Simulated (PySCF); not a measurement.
HgF4, SMILES [F][Hg]([F])([F])[F].

Geometry optimised at B3LYP-D3(BJ)/def2-SVP. The def2 effective core potentials stand for the cores of Hg; spin–orbit coupling is left out.

Computed with PySCF with PBE/def2-TZVP.

The molecule is in vacuum.

Q: Estimate the frontier levels, gap, dipole moment and polarisability. (An estimate is asked for; the answer gives what the named calculation found.)

A: 
| Property | Value |
|---|---|
| highest occupied level | -9.73 eV |
| lowest empty level | -7.56 eV |
| orbital gap | 2.17 eV |
| dipole moment | 0.00 D |
| quadrupole, principal values (traceless, Buckingham form, about the centre of nuclear charge) | -4.43, -4.43, 8.87 D·Å |
| mean static polarisability | 40.5 bohr³ (6.00 Å³) |
| polarisability, principal values | 22.0, 49.8, 49.8 bohr³ |
